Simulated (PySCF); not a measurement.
GeS, SMILES [Ge]=[S] (connectivity only; charge and spin as stated), neutral, multiplicity 1. Heavy atoms are numbered as in [Ge:1]=[S:2].

Geometry: B3LYP-D3(BJ)/def2-TZVP.

The numbers are results of PBE0/def2-TZVPD run with PySCF, not measurements.

Mulliken values depend strongly on the basis, most of all with diffuse functions as here. Atomic charges (e), one atom of each kind:

| atom | meta-Löwdin | Mulliken |
|---|---|---|
| Ge1 | ? | 0.31 |
| S2 | ? | -0.31 |

**Question.** Some entries are withheld; supply them. (An estimate is asked for; the answer gives what the named calculation found.)

**Answer.** 
- Ge1, meta-Löwdin: 0.31
- S2, meta-Löwdin: -0.31
